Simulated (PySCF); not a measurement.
Gas-phase reaction: MgF + MgCl2 ⇌ MgClF + MgCl, at 800 K and a standard pressure of 1 bar. Level: PBE/def2-TZVP†.

Energies from PySCF, thermal terms from the rigid-rotor harmonic-oscillator model, ideal gas at 1 bar. † marks an energy on the PBE0/def2-TZVP geometry and frequencies. Open shells (unrestricted): MgF (multiplicity 2), MgCl (multiplicity 2); the rest are closed-shell singlets. The harmonic model lacks anharmonicity and excited electronic states, which grow with temperature; levels with a mode under 35 cm⁻¹ are left out. Soft modes under 120 cm⁻¹ make the harmonic entropy rough for MgCl2.

```csv
species,E (Ha),H(800 K) − E (kJ/mol),S°(800 K) (J/mol/K)
MgF,-299.78383,30.8,255.6
MgCl2,-1120.15518,50.8,330.7
MgClF,-759.91471,51.3,322.4
MgCl,-660.02455,30.3,269.1
```
E: electronic energy; H − E holds the zero-point and thermal terms. 1 Ha = 2625.5 kJ/mol.

Task: Work out ΔH°, ΔS°, ΔG° and log10 K from these numbers.

Result: 1. ΔE = 1×(-759.91471) + 1×(-660.02455) − 1×(-299.78383) − 1×(-1120.15518) = -0.00025 Ha = -0.7 kJ.
2. Δ(H − E) = 1×(51.3) + 1×(30.3) − 1×(30.8) − 1×(50.8) = 0.0 kJ, so ΔH° = -0.7 kJ.
3. ΔS° = 1×(322.4) + 1×(269.1) − 1×(255.6) − 1×(330.7) = 5.2 J/K; the number of gas molecules stays the same.
4. ΔG° = ΔH° − TΔS° = -0.7 − 800×(5.2)/1000 = -4.9 kJ.
5. log10 K = −ΔG°/(RT ln 10) = 0.32, with RT ln 10 = 15.32 kJ/mol; at standard pressures the products are favoured.
6. A shift of 10 kJ in ΔE would move log10 K by 0.65 here.
For scale, ΔH°(298 K) is -1 kJ at this level, -1 kJ at ωB97M-V/def2-TZVP†, and runs from -6 to 1 kJ over the 19 levels computed; the NASA 1993 table gives 17 kJ (entries not checked at source). After a fit of one offset per element over all species, the range-separated, M06-2X, PBE0/def2-QZVP and CCSD(T)/def2-TZVPP enthalpies, where run, lie to one side of the table for MgCl (-24 kJ/mol): a fault of the table's entry, another state or a shared error of the levels is possible; this was not checked at source.
